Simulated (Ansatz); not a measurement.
```yaml
crystal:
  periodic: [false, false, false]
  atoms:
    - {symbol: Cu, position_ang: [-0.425632, 1.102586, 0.722704]}
    - {symbol: Cu, position_ang: [-0.095720, -0.001414, -1.382019]}
    - {symbol: Cu, position_ang: [0.521352, -1.101172, 0.659305]}
basis:
  gaussian: {orbitals: 6-31G}
total_charge: 1
hamiltonian: {xc: {name: wB97}}
```

```sh
$ ansatz run in.yaml --threads 4 --pin off --events-out ev --progress --plain --max-ram 3916MiB
```

Output, abridged:

```
Functional definition: wB97
1041 factors; their error is unknown
190 factors; integrals over basis functions are off by at most 2.1e-3 eV
mean field evaluation 1: about -133874.0365 eV, gradient 1.6e2 eV
mean field evaluation 2: about -132995.3465 eV, gradient 8.2e2 eV
mean field evaluation 4: about -133898.8573 eV, gradient 9.3e0 eV
mean field evaluation 8: about -133899.0164 eV, gradient 3.1e-1 eV
mean field evaluation 16: about -133899.0121 eV, gradient 3.6e-3 eV
mean field -133899.01205808 eV, -4920.6979331244 hartree, gradient 6.8e-5 eV, S^2 0.000000; 0 other end points of the search recorded, 0 dependent functions left out
reference -133899.01204817 eV, -4920.6979327601 hartree; 43, 43 occupied and 44, 44 virtual orbitals, 1041 factors
Total energy: -133899.01204817 eV, -4920.6979327601 hartree
```

It took 3.5 s on 4 threads of Arm Neoverse V1 on a shared host.

The 6-31G sets use Cartesian d functions.
